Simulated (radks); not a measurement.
The numbers below are computed, except where a source is named.
Mean orbital radii <r> (bohr) of the neodymium ion Nd+, [Xe] 4f4 6s1, at several levels of relativity; Dirac values are averaged over j with weights 2j + 1. Spin-unpolarised spherical Kohn-Sham, PBEsol, point nucleus unless stated (finite: rms radius 4.9123 fm), a radial shooting solver on a logarithmic mesh with Libxc functionals. A level marked "c x" has the speed of light scaled by that factor and shares open shells by 2j + 1; other Dirac levels either fill j = l - 1/2 first or share by 2j + 1.

shell,non-rel.,scalar-rel.,"scalar-rel., finite nucleus","Dirac, low j first","change of magnitude, last against first (%)"
2s,0.1081,0.1010,0.1010,0.1005,-7.06
2p,0.09183,0.08881,0.08881,0.08851,-3.61
3s,0.2817,0.2664,0.2665,0.2661,-5.55
3p,0.2715,0.2646,0.2646,0.2640,-2.74
3d,0.2425,0.2418,0.2418,0.2418,-0.29
4s,0.6400,0.6075,0.6075,0.6075,-5.07
4p,0.6581,0.6434,0.6434,0.6429,-2.32
4d,0.7063,0.7074,0.7074,0.7079,+0.24
5s,1.556,1.472,1.472,1.473,-5.32
5p,1.759,1.724,1.724,1.724,-1.98
4f,1.025,1.106,1.106,1.112,+8.44
6s,4.212,4.006,4.006,4.010,-4.79
